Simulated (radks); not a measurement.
Problem. Species: Tm XXXI. Configuration: [Kr] 4d3 (the NIST ground configuration). Calculated with a radial shooting solver on a logarithmic mesh with Libxc functionals: scalar-relativistic Kohn-Sham, BLYP, spin-polarised, spherical densities, finite nucleus; open shells are filled with parallel spins first (spin-orbit coupling, left out, can overturn this in heavy ions); Fermi nuclear charge, rms radius 5.2256 fm. Some entries of the table are withheld. Estimate them.

orbital  occ.  eigenvalue (eV)  <r^2> (bohr^2)
1s up       1        -60399.53       0.0005486
1s down     1        -60399.49       0.0005486
2s up       1        -11125.15        0.008511
2s down     1        -11122.28        0.008510
2p up       3        -9955.912        0.006940
2p down     3        -9953.606        0.006938
3s up       1        -3343.746         0.05497
3s down     1        -3342.286         0.05492
3p up       3        -2989.356         0.05515
3p down     3        -2987.733         0.05509
3d up       5        -2557.892         0.04557
3d down     5        -2555.477         0.04554
4s up       1        -1426.048          0.2339
4s down     1        -1418.147          0.2340
4p up       3              (1)          0.2503
4p down     3              (2)          0.2506
4d up       3        -1132.234             (3)
4d down     0        -1124.486             (4)

Solution. 
(1) 4p up eigenvalue (eV): -1297.187
(2) 4p down eigenvalue (eV): -1289.366
(3) 4d up <r^2> (bohr^2): 0.2572
(4) 4d down <r^2> (bohr^2): 0.2578
